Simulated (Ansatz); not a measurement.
Mulliken charges of `FC[B](Cl)[GaH2]` from PBE/def2-TZVPP in Ansatz (PBE0-D4/def2-TZVP geometry).

| atom | x (Å) | y (Å) | z (Å) | charge (e) |
| --- | --- | --- | --- | --- |
| F1 | 1.460 | 0.536 | 1.065 | -0.221 |
| C2 | 1.245 | 0.534 | -0.314 | 0.096 |
| B3 | -0.168 | -0.027 | -0.669 | 0.113 |
| Cl4 | -0.580 | -0.089 | -2.372 | -0.095 |
| Ga5 | -1.453 | -0.654 | 0.856 | -0.023 |
| H6 | 2.039 | -0.064 | -0.781 | 0.099 |
| H7 | 1.368 | 1.563 | -0.678 | 0.099 |
| H8 | -1.443 | -2.140 | 1.368 | -0.035 |
| H9 | -2.468 | 0.341 | 1.526 | -0.035 |

Problem. By hand: the dipole of these point charges (1 e Å = 4.8032 D).

Solution. Σ q r = (0.341, 0.165, -0.381) e Å, of length 0.537 e Å = 2.58 D.

Problem. How does the dipole of the full density compare? (Best estimate.)

Solution. The calculation gave: (0.090, 0.053, -0.250) e Å, 1.30 D; the point charges give 1.98 times that, at 22° from its direction.

Point charges leave out the atoms' own dipoles, such as those of lone pairs, and Mulliken's split depends on the basis, so the two needn't agree.
